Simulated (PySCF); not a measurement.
**Kr²⁺ (krypton, charge +2) across methods**

[Ar] 3d10 4s2 4p4, high-spin 3P determinant. Computed with PySCF 2.14 in aug-cc-pVDZ-DK (6s5p3d, 36 functions), with the spin-free X2C one-electron Hamiltonian (Gaussian nucleus).

| method | E (hartree) | mean ε 4s β (eV) | mean ε 4p α (eV) | mean ε 4p β (eV) | Σ⟨r²⟩ (bohr²) | ⟨S²⟩ |
| --- | --- | --- | --- | --- | --- | --- |
| PBE0 | -2788.191 | -46.591 | -33.605 | -31.364 | 25.81 | 2.002 |
| r2SCAN | -2788.467 | -45.012 | -32.458 | -30.203 | 25.76 | 2.003 |
| r2SCANh | -2788.460 | -45.701 | -33.080 | -30.783 | 25.77 | 2.003 |
| PBE | -2788.127 | -44.769 | -31.854 | -29.777 | 25.83 | 2.001 |
| LDA | -2784.587 | -45.185 | -31.920 | -29.906 | 25.80 | 2.001 |
| B3LYP | -2788.523 | -46.452 | -33.171 | -31.116 | 25.85 | 2.001 |
| LC-wPBE | -2788.171 | -49.901 | -36.569 | -34.449 | 25.77 | 2.002 |
| MN15 | -2790.295 | -46.943 | -34.374 | -32.243 | 25.78 | 2.002 |

Task: Estimate the same row for UHF.

Result: E (hartree) = -2786.71490; mean ε 4s β (eV) = -50.678; mean ε 4p α (eV) = -37.877; mean ε 4p β (eV) = -34.977; Σ⟨r²⟩ (bohr²) = 26.02; ⟨S²⟩ = 2.006.
